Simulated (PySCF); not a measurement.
Input file for PySCF: R-B3LYP/LANL2DZ on GeH4O (SMILES [OH][GeH3]), a point of a torsion scan.

```python
from pyscf import gto, scf, dft, mp
from pyscf.data.elements import chemcore

mol = gto.M(
    atom='''
    O     1.17637012   -0.44531268   -0.36584342
    Ge   -0.44736013    0.02897650    0.02741714
    H     1.89866515    0.04097407    0.02347745
    H    -0.97842362    0.86082841   -1.10065085
    H    -0.44469575    0.80021407    1.31450584
    H    -1.18647010   -1.26040916    0.14417800
    ''',
    basis='lanl2dz',
    ecp={'Ge': 'lanl2dz'},
    charge=0, spin=0, verbose=3, max_memory=1800)
mf = dft.RKS(mol, xc='b3lyp')
mf.conv_tol = 1e-8
mf.max_cycle = 100
mf.kernel()
if not mf.converged:
    mf = mf.newton().run(mf.mo_coeff, mf.mo_occ)
```

### Question
What total energy does the run end on?

### Answer
-81.3864 hartree.
